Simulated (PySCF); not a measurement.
A geometry optimisation, step by step.

C₆H₁₀FNS.
Atom-mapped SMILES: `[CH3:1][S:2][C@@H:3]([F:4])[C@H:5]([CH3:6])[CH2:7][C:8]#[N:9]` (hydrogens: H10, H11, H12 on C1; H13 on C3; H14 on C5; H15, H16, H17 on C6; H18, H19 on C7)

Computed by this run: PySCF 2.14.0, PBE0-D3(BJ)/def2-SVP geometry optimisation, gas phase; density fitting, grid level 1; the optimiser is geomeTRIC in internal coordinates, started from a GFN2-xTB structure. The frame can shift and turn from step to step; on so coarse a grid that alone can change the energy by a few meV, and forces under 0.02 eV/Å are noise.

Step 0: E = -21400.3831 eV, largest atomic force 1.894 eV/Å
```
atom  x, y, z in Å  |  force x, y, z in eV/Å
C1     -3.047   -0.424    0.666    0.656   0.264   0.107
S2     -1.538    0.366    1.281    0.234  -0.027  -0.214
C3     -0.575    0.334   -0.273   -0.433   0.423   0.484
F4     -1.161    1.196   -1.167    0.124   0.107  -0.204
C5      0.879    0.739   -0.043   -0.094  -0.473  -0.320
C6      1.638    0.740   -1.370   -0.347   0.163   0.470
C7      1.541   -0.213    0.966   -0.188   0.552  -0.153
C8      1.498   -1.577    0.504    0.145   1.066   0.578
N9      1.449   -2.654    0.125   -0.091  -1.774  -0.657
H10    -3.424    0.142   -0.181   -0.224   0.163  -0.311
H11    -2.825   -1.450    0.384   -0.060  -0.439  -0.131
H12    -3.764   -0.405    1.480   -0.339  -0.021   0.305
H13    -0.657   -0.669   -0.708    0.108  -0.257  -0.034
H14     0.880    1.749    0.380   -0.017   0.197   0.149
H15     2.658    1.085   -1.218    0.424   0.121   0.024
H16     1.154    1.402   -2.083   -0.174   0.217  -0.265
H17     1.669   -0.264   -1.790    0.041  -0.374  -0.203
H18     1.028   -0.161    1.930   -0.037   0.006   0.274
H19     2.586    0.074    1.110    0.270   0.086   0.102
```

Step 1: E = -21400.4522 eV, largest atomic force 0.206 eV/Å
```
atom  x, y, z in Å  |  force x, y, z in eV/Å
C1     -3.166   -0.601    0.242   -0.074   0.001   0.017
S2     -1.680    0.205    0.874   -0.018  -0.005   0.008
C3     -0.655    0.075   -0.597    0.116  -0.051  -0.162
F4     -1.116    0.910   -1.593   -0.044  -0.029   0.102
C5      0.799    0.430   -0.292   -0.040   0.100   0.016
C6      1.607    0.483   -1.582    0.041  -0.024  -0.068
C7      1.418   -0.534    0.731    0.029   0.030   0.064
C8      1.393   -1.923    0.289   -0.017  -0.010  -0.041
N9      1.348   -3.014   -0.093    0.008  -0.028   0.002
H10    -3.557   -0.049   -0.624    0.005  -0.026   0.024
H11    -2.966   -1.648   -0.032    0.003   0.023   0.014
H12    -3.912   -0.579    1.050    0.027   0.001  -0.042
H13    -0.719   -0.957   -0.992   -0.025   0.051   0.045
H14     0.794    1.432    0.173    0.017  -0.047  -0.024
H15     2.633    0.831   -1.391   -0.020  -0.016   0.026
H16     1.140    1.166   -2.303    0.012  -0.018   0.031
H17     1.667   -0.517   -2.045    0.007   0.033  -0.002
H18     0.888   -0.480    1.696    0.007   0.017  -0.022
H19     2.467   -0.249    0.913   -0.035  -0.003   0.011
```

Step 2: E = -21400.4546 eV, largest atomic force 0.076 eV/Å
```
atom  x, y, z in Å  |  force x, y, z in eV/Å
C1     -3.168   -0.607    0.253    0.008  -0.004  -0.011
S2     -1.676    0.202    0.868   -0.031  -0.002   0.055
C3     -0.653    0.074   -0.608    0.021   0.017  -0.071
F4     -1.128    0.911   -1.594    0.033  -0.021   0.027
C5      0.799    0.433   -0.301   -0.035   0.010  -0.011
C6      1.622    0.485   -1.582   -0.011  -0.017  -0.007
C7      1.408   -0.532    0.728    0.019  -0.006   0.026
C8      1.387   -1.921    0.282   -0.006   0.002  -0.009
N9      1.345   -3.012   -0.101    0.006  -0.001   0.005
H10    -3.565   -0.065   -0.616    0.001  -0.002  -0.004
H11    -2.970   -1.656   -0.011   -0.001  -0.002   0.004
H12    -3.909   -0.577    1.063    0.006   0.007   0.002
H13    -0.721   -0.957   -1.000    0.002   0.005   0.000
H14     0.793    1.434    0.165    0.002   0.001  -0.013
H15     2.645    0.829   -1.374   -0.002  -0.002   0.008
H16     1.165    1.171   -2.306   -0.005   0.011  -0.002
H17     1.686   -0.512   -2.049   -0.004   0.005   0.001
H18     0.868   -0.475    1.686   -0.001  -0.004  -0.005
H19     2.455   -0.248    0.923   -0.001   0.000   0.004
```

Step 3: E = -21400.4549 eV, largest atomic force 0.030 eV/Å
```
atom  x, y, z in Å  |  force x, y, z in eV/Å
C1     -3.168   -0.608    0.252    0.011  -0.005  -0.005
S2     -1.678    0.202    0.869   -0.005  -0.005   0.013
C3     -0.653    0.074   -0.609   -0.003   0.025  -0.016
F4     -1.125    0.911   -1.594    0.005  -0.008   0.006
C5      0.798    0.433   -0.301   -0.005  -0.016   0.007
C6      1.619    0.485   -1.583   -0.001  -0.003  -0.001
C7      1.409   -0.532    0.729    0.007   0.000  -0.001
C8      1.391   -1.920    0.282   -0.004   0.005  -0.003
N9      1.354   -3.012   -0.101    0.004   0.003   0.004
H10    -3.561   -0.071   -0.622    0.001   0.001  -0.005
H11    -2.971   -1.659   -0.004   -0.002  -0.004   0.002
H12    -3.911   -0.571    1.060   -0.005   0.004   0.004
H13    -0.721   -0.957   -1.001   -0.001  -0.007   0.000
H14     0.792    1.434    0.164    0.000   0.008  -0.004
H15     2.643    0.829   -1.373    0.004  -0.001  -0.002
H16     1.163    1.174   -2.305    0.002   0.006   0.000
H17     1.684   -0.510   -2.051   -0.003  -0.002  -0.001
H18     0.867   -0.477    1.686   -0.006  -0.003   0.000
H19     2.454   -0.246    0.926    0.002   0.003   0.002
```

Step 4: E = -21400.4551 eV, largest atomic force 0.024 eV/Å
```
atom  x, y, z in Å  |  force x, y, z in eV/Å
C1     -3.168   -0.612    0.250    0.003  -0.003   0.002
S2     -1.680    0.201    0.870    0.011  -0.005  -0.013
C3     -0.653    0.074   -0.608   -0.011   0.009   0.019
F4     -1.125    0.911   -1.593   -0.006   0.004  -0.007
C5      0.797    0.433   -0.300    0.012  -0.013   0.009
C6      1.618    0.486   -1.582   -0.001   0.004   0.003
C7      1.408   -0.530    0.730   -0.003   0.005  -0.010
C8      1.396   -1.918    0.281    0.001   0.001   0.001
N9      1.364   -3.009   -0.102    0.001   0.002   0.001
H10    -3.555   -0.081   -0.630    0.002   0.000  -0.002
H11    -2.972   -1.666    0.005   -0.001  -0.002   0.001
H12    -3.915   -0.565    1.054   -0.006   0.001  -0.002
H13    -0.721   -0.957   -1.001    0.000  -0.006   0.000
H14     0.791    1.435    0.163   -0.002   0.006  -0.001
H15     2.643    0.827   -1.372    0.003  -0.002  -0.003
H16     1.163    1.178   -2.303    0.004   0.001   0.001
H17     1.679   -0.508   -2.053   -0.003  -0.003  -0.002
H18     0.864   -0.478    1.686   -0.004  -0.002   0.001
H19     2.453   -0.241    0.930    0.000   0.004   0.001
```

Question: Summarise the path.

Answer: The energy falls by 1.66 kcal/mol from step 0 to step 4; nine tenths of that is first reached at step 1. It falls at every step. The largest force goes from 1.894 to 0.024 eV/Å. Among the bonds S2–C3 changes most, from 1.829 to 1.804 Å; the atoms move by 0.057 Å rms after alignment.

Question: Follow the three bonds and two angles with the largest change from start to end.

Answer: 
| step | E above end (kcal/mol) | largest force (eV/Å) | S2–C3 (Å) | C7–C8 (Å) | C8≡N9 (Å) | S2–C1–H11 (°) | S2–C3–F4 (°) |
| --- | --- | --- | --- | --- | --- | --- | --- |
| 0 | 1.66 | 1.894 | 1.829 | 1.440 | 1.143 | 109.3 | 108.5 |
| 1 | 0.07 | 0.206 | 1.798 | 1.457 | 1.157 | 111.2 | 110.9 |
| 2 | 0.01 | 0.076 | 1.800 | 1.459 | 1.157 | 111.1 | 110.4 |
| 3 | 0.00 | 0.030 | 1.803 | 1.459 | 1.157 | 111.1 | 110.4 |
| 4 | 0.00 | 0.024 | 1.804 | 1.459 | 1.157 | 111.2 | 110.4 |

The cost below is that of the whole optimisation. Time: 2.4 min of wall time; peak memory 0.86 GiB. Hardware: an Arm Neoverse N1 with one thread, shared host.
